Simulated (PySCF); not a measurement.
CH5Ge2N, SMILES [CH]1=[N][GeH2][GeH2]1.

Coordinates come from a B3LYP-D3(BJ)/def2-SVP optimisation. This is a generated structure with no PubChem entry under its InChIKey; it may be hypothetical.

Computed with TDA-CAM-B3LYP/def2-SVPD in PySCF.

Vertical excitations. The molecule is in vacuum. State labels are in the subgroup Cs.

Computed excitation energies, oscillator strengths and character:
```csv
state,symmetry,energy (eV),λ (nm),f,main pairs
S1,A",3.85,322,0.000,HOMO→LUMO+1 96 %
S2,A',5.04,246,0.001,HOMO→LUMO 92 %
S3,A',5.35,232,0.002,HOMO→LUMO+2 75 %
S4,A",5.74,216,0.000,HOMO−1→LUMO+1 97 %
S5,A',6.10,203,0.014,HOMO→LUMO+3 88 %
S6,A",6.28,197,0.004,HOMO→LUMO+4 96 %
S7,A',6.30,197,0.057,"HOMO−1→LUMO+2 67 %, HOMO−1→LUMO 15 %"
S8,A',6.70,185,0.375,"HOMO−1→LUMO 63 %, HOMO−1→LUMO+2 15 %"
S9,A',6.96,178,0.145,HOMO→LUMO+5 68 %
S10,A',7.06,176,0.005,HOMO−1→LUMO+3 84 %
T1,A",3.13,396,0,HOMO→LUMO+1 96 %
T2,A',4.80,258,0,"HOMO→LUMO 62 %, HOMO−2→LUMO+1 18 %"
T3,A',4.86,255,0,"HOMO−2→LUMO+1 46 %, HOMO→LUMO 23 %, HOMO−4→LUMO+1 10 %, HOMO→LUMO+2 7 %"
T4,A',4.95,251,0,"HOMO→LUMO+2 66 %, HOMO−2→LUMO+1 13 %"
```
Triplets are in the Tamm–Dancoff approximation.
